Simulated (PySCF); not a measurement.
**Ti (titanium, neutral) across methods**

[Ar] 3d2 4s2, high-spin 3F determinant. All numbers are calculated (PySCF 2.14, the spin-free X2C one-electron Hamiltonian (Gaussian nucleus), in x2c-QZVPPall). The B2PLYP total includes its PT2 part (frozen core); its orbital energies are those of the SCF part.

```
   method  E (hartree)  mean ε 3d α (eV)  mean ε 4s α (eV)  mean ε 4s β (eV)  Σ⟨r²⟩ (bohr²)   ⟨S²⟩
  LC-wPBE     -853.551            -9.763            -7.072            -6.533          47.39  2.004
      LDA     -851.634            -5.171            -4.774            -4.290          46.74  2.003
      PBE     -853.501            -5.206            -4.615            -4.154          47.23  2.003
CAM-B3LYP     -853.776            -8.317            -6.125            -5.738          47.17  2.002
      UHF   -852.76146           -11.969            -6.370            -5.749          49.82  2.009
     PBE0     -853.531            -6.933            -5.206            -4.751          47.33  2.003
   B2PLYP     -853.489            -8.704            -5.581            -5.162          48.02  2.004
   r2SCAN     -853.685            -5.795            -4.761            -4.199          47.65  2.012
```

Question: Estimate the same row for r2SCAN0.

Answer: E (hartree) = -853.674; mean ε 3d α (eV) = -7.392; mean ε 4s α (eV) = -5.317; mean ε 4s β (eV) = -4.772; Σ⟨r²⟩ (bohr²) = 47.65; ⟨S²⟩ = 2.010.
